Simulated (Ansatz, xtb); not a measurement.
# Relative energy of two isomers of C4H4FOP

Structure I: `CC1=C(F)P=CO1`, a singlet. Structure II: `CC1=PC=C(F)O1`, a singlet. Both are isolated molecules in the gas phase, relaxed with r2SCAN-D4/def2-SVP.

I (Å):

```tsv
atom	x (Å)	y (Å)	z (Å)
C	-2.0915	-2.5862	-2.0825
C	-0.8774	-2.1254	-1.3707
C	1.3399	-1.7505	-1.2879
C	-0.7270	-1.6182	-0.1090
F	-1.7671	-1.4629	0.7155
O	0.3065	-2.1958	-2.0321
P	0.9682	-1.2008	0.2952
H	-2.9607	-2.4697	-1.4216
H	-2.0089	-3.6465	-2.3719
H	-2.2659	-2.0003	-2.9997
H	2.3003	-1.7999	-1.8040
```

II (Å):

```xyz
11

C    -2.4087   -2.6280   -2.1039
C    -1.1769   -2.0065   -1.5594
C     0.7944   -2.2617   -0.5487
C     0.8310   -0.9138   -0.6810
F     1.6757   -3.0804   -0.0183
O    -0.2872   -2.8946   -1.0170
P    -0.6668   -0.3630   -1.4888
H    -2.1721   -3.3499   -2.9043
H    -2.9614   -3.1736   -1.3199
H    -3.0679   -1.8536   -2.5185
H     1.6616   -0.2991   -0.3357
```

Question: Estimate E(II) − E(I) at the level CCSD(T)/def2-SVP + ΔMP2/def2-TZVPP.

Answer: Calculated at CCSD(T)/def2-SVP + ΔMP2/def2-TZVPP: E(II) − E(I) = −5.9 kcal/mol, so structure II lies lower.

Level by level:

```json
{"level": "GFN2-xTB", "geometry": "GFN2-xTB", "E(II) − E(I) (kcal/mol)": "−1.3", "departure from the last row (kcal/mol)": "+4.6", "job, with rough time for the two": "optimisation, 0.13 s"}
{"level": "HF/STO-3G", "geometry": "GFN2-xTB", "E(II) − E(I) (kcal/mol)": "−2.3", "departure from the last row (kcal/mol)": "+3.6", "job, with rough time for the two": "single point, 0.52 s"}
{"level": "r2SCAN-D4/def2-SVP//GFN2-xTB", "geometry": "GFN2-xTB", "E(II) − E(I) (kcal/mol)": "−4.7", "departure from the last row (kcal/mol)": "+1.2", "job, with rough time for the two": "single point, 5.7 s"}
{"level": "r2SCAN-D4/def2-SVP", "geometry": "r2SCAN-D4/def2-SVP", "E(II) − E(I) (kcal/mol)": "−6.6", "departure from the last row (kcal/mol)": "−0.6", "job, with rough time for the two": "optimisation, 1.9 min"}
{"level": "HF/def2-SVP", "geometry": "r2SCAN-D4/def2-SVP", "E(II) − E(I) (kcal/mol)": "−7.6", "departure from the last row (kcal/mol)": "−1.7", "job, with rough time for the two": "part of the CCSD(T) run"}
{"level": "MP2/def2-SVP", "geometry": "r2SCAN-D4/def2-SVP", "E(II) − E(I) (kcal/mol)": "−7.0", "departure from the last row (kcal/mol)": "−1.1", "job, with rough time for the two": "part of the CCSD(T) run"}
{"level": "CCSD(T)/def2-SVP", "geometry": "r2SCAN-D4/def2-SVP", "E(II) − E(I) (kcal/mol)": "−6.2", "departure from the last row (kcal/mol)": "−0.3", "job, with rough time for the two": "single point"}
{"level": "CCSD(T)/def2-SVP + ΔMP2/def2-TZVPP", "geometry": "r2SCAN-D4/def2-SVP", "E(II) − E(I) (kcal/mol)": "−5.9", "departure from the last row (kcal/mol)": "", "job, with rough time for the two": "single point, 93 s"}
```

As drawn, both hold the same kinds of bond in the same numbers.

The levels shown agree on the order. The largest departure from CCSD(T)/def2-SVP + ΔMP2/def2-TZVPP is that of GFN2-xTB, 4.6 kcal/mol. The last row adds to CCSD(T) the change of the MP2 difference between the two basis sets, here +0.3 kcal/mol.

With thermal terms from frequencies at re-optimised GFN2-xTB minima (ideal gas, soft modes damped towards free rotors, one conformer each, 298.15 K, 1 atm): the zero-point term adds 0.0 kcal/mol; ΔH is −5.9 and ΔG −5.8 kcal/mol.

The correlated steps freeze 11 core orbitals. Codes used: Ansatz 0.2.0, xtb 6.7.1; the last row on 2 threads of Arm Neoverse V1 on a shared host.
